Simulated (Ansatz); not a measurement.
Ideal-gas functions of `[F][Ge][O][SiH3]` at 400 K and 1 bar, from an Ansatz frequency run at PBE0-D4/def2-TZVP.

Molar mass 138.72 g/mol, point group Cs (symmetry number 1), electronic degeneracy 1, moments of inertia 60.673, 248.498, 303.242 u Å². Harmonic wavenumbers (cm⁻¹, unscaled): 69, 81, 109, 283, 517, 646, 725, 731, 951, 958, 958, 997, 2232, 2234, 2238.

Use S(trans) = R[1.5 ln M + 2.5 ln T − 1.1517]; rotational temperatures θ = 24.2544 K / I; S(rot) = R[ln(√π/σ · √(T³/θAθBθC)) + 1.5]; for each mode x = 1.438777 ν̃/T, S = R[x/(eˣ − 1) − ln(1 − e⁻ˣ)] and H = RT x/(eˣ − 1); 1 cm⁻¹ = 0.0119627 kJ/mol; R = 8.31446 J/(mol·K).

Question: By hand: the entropy, in J/(mol·K).

Answer: Translation 176.5. Rotation: θ = 0.3998, 0.0976, 0.08 K, giving 115.9. Vibration, mode by mode: 19.92, 18.60, 16.15, 8.52, 4.26, 2.95, 2.36, 2.32, 1.24, 1.21, 1.21, 1.08, 0.02, 0.02, 0.02, in all 79.9. Electronic 0.0. Sum 372.3 J/(mol·K).

Question: By hand: H − E and G − E in kJ/mol, counted from the electronic energy.

Answer: Zero-point energy ½ × 13729 × 0.0119627 = 82.1; thermal vibration 15.3; translation, rotation and pV give 4 RT = 13.3. H − E = 110.7 kJ/mol, and G − E = 110.7 − 400 × 372.3/1000 = -38.2 kJ/mol.

Vibration gives 21 % of the entropy, 54.7 J/(mol·K) of it from the modes under 150 cm⁻¹: soft modes count most, and the harmonic formula is weakest for them. The sum counts one conformer and one mirror image; others add a mixing term.
